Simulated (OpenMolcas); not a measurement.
**neutral cadmium: CASPT2 settings compared**

```yaml
Program: OpenMolcas
Basis: ANO-RCC-VQZP [8s7p5d3f2g1h]
Scalar_Hamiltonian: DKH4, point nucleus
Active_space: 2 electrons in 4 orbitals (5s 5p)
State_averaging: 2S+1 = 3 even, 3 roots (0 in the spin-orbit step); 2S+1 = 1 even, 1 root; 2S+1 = 3 odd, 3 roots; 2S+1 = 1 odd, 3 roots
Spin-orbit_coupling: state interaction with AMFI integrals over the reference wave functions, term energies averaged over their components
```

Methods on the same reference wave functions:
A. CASSCF
B. SS-CASPT2, IPEA 0.4 Eh, real shift 0.3 Eh (closed shells correlated: 4s 4p 4d)
C. SS-CASPT2, IPEA 0.3 Eh, sigma2 regulariser 0.25 Eh (closed shells correlated: 4d)
D. SS-CASPT2, IPEA 0.75 Eh, imaginary shift 0.05 Eh (closed shells correlated: 4d)

Energies in eV above 5s2 1S0, the measured ground level; measured values from NIST Handbook of Basic Atomic Spectroscopic Data.

```tsv
Level	A	B	C	D	Measured
5s2 1S0	0.0000	0.0000	0.0000	0.0000	0.0000
5s 5p 3P* 0	3.2460	3.759	3.685	3.723	3.7337
5s 5p 3P* 1	3.3026	3.816	3.741	3.779	3.8009
5s 5p 3P* 2	3.4186	3.932	3.857	3.896	3.9460
5s 5p 1P* 1	5.6401	5.642	5.543	5.655	5.4172
```

Deviations, from unrounded energies. A percentage is the sum of absolute deviations over the sum of measured energies, with the sign that they share, or ± where signs differ.

```csv
Against measurement,Levels,A,B,C,D
mean absolute deviation (cm-1),4,3500,560,650,650
other configurations (%),4,±10.3,±1.7,±1.9,±1.9
```

B lies closest to measurement on these levels and A furthest from it. The largest miss of B in the table is 5s 5p 1P* 1, by +1800 cm-1. The ranking rests on the paired levels alone, and a cruder setting can come out closer through cancelling errors.

Among B to D the level of the table that moves most is 5s 5p 1P* 1, by 900 cm-1 (lowest in C, highest in D).

The lowest spin-free term lies below A's lowest term by 0.646 hartree in B, 0.371 hartree in C, 0.368 hartree in D.

Some high roots are left out of the spin-orbit mixing, which shifts the levels that they would mix with. Without dynamic correlation excited terms often stand tens of per cent too high (terms of higher spin than the ground term too low), and those without a measured partner can miss by more than the paired ones (holds for A). Computed and measured levels are paired by configuration, term and J; levels that our copy of the source lacks, or whose pairing is in doubt (as where it misses far off the trend of its configuration), stay unpaired and out of the deviations. Levels of configurations outside the active space are missing.

* marks odd parity.
